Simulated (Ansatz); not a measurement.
```yaml
atoms:
  - { symbol: I, position_ang: [0.0064, -0.0027, -0.5795] }
  - { symbol: Cl, position_ang: [-0.0001, -0.0034, 1.7749] }
```

Basis set: def2-TZVP (spherical functions, with the set's core potentials past Kr). Left uncorrelated: 9 orbitals. Charge 0, multiplicity 1.

Computed with Ansatz (development build ahead of 0.2.0); each method stands on the lowest determinant of its kind that the runs found. Restricted open shells among the atoms or ions are ROHF, correlated in semicanonical orbitals with singles.

The atomization energy at this shape (free ground-state atoms in the same class of orbitals less the molecule, no zero-point energy) of singlet ICl:

| method | atomization energy |
| --- | --- |
| RHF-MP2 | 2.26 eV |

What does RHF give?

1.08 eV.
